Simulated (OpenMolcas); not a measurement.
An atom or ion with 70 electrons was computed by SS-CASPT2, IPEA 0.25 Eh, imaginary shift 0.1 Eh with spin-orbit coupling (OpenMolcas, ANO-RCC-VQZP, DKH2). The lowest levels that the run gave, each within 12 % of the measured value where one is at hand:

```csv
J,Parity,E (cm⁻¹),g
2,even,0.0,0.717
3,even,12380,1.084
0,even,17890,
4,even,21330,1.203
2,even,22420,1.169
1,even,25710,1.501
4,even,36300,1.048
2,even,38660,1.281
0,even,65600,
```

Task: Which ion is it, and what are the configurations and terms?

Result: Ir⁷⁺ (Z = 77, charge +7; active space 2 electrons in 5 orbitals (5d)). J, parity and g give the terms where levels are pure, and mixed ones are named by the computed weights; the size of the splittings, set against known spectra of the 70-electron sequence, gives the charge. In order, with the measured energies in cm⁻¹ (van het Hof, Joshi, Wyart and Sugar, J. Res. Natl. Inst. Stand. Technol. 100, 687 (1995)): 5d² ³F₂, 5d² ³F₃ (12672), 5d² ³P₀ (17254), 5d² ³F₄ (21615), 5d² ¹D₂ [48 %], 5d² ³P₁ (25221), 5d² ¹G₄ (36253), 5d² ³P₂ [58 %] (38878), 5d² ¹S₀ (65022).

Term energies are means over components that CASPT2 splits; among the terms shown or strongly mixed into the levels shown the widest spread is 490 cm-1 (5d² ³F). Computed and measured levels are paired by configuration, term and J; levels that our copy of the source lacks, or whose pairing is in doubt (as where it misses far off the trend of its configuration), stay unpaired and out of the deviations. Only configurations of the active space appear.

A share in square brackets marks a mixed level and gives the weight of the term that names it.
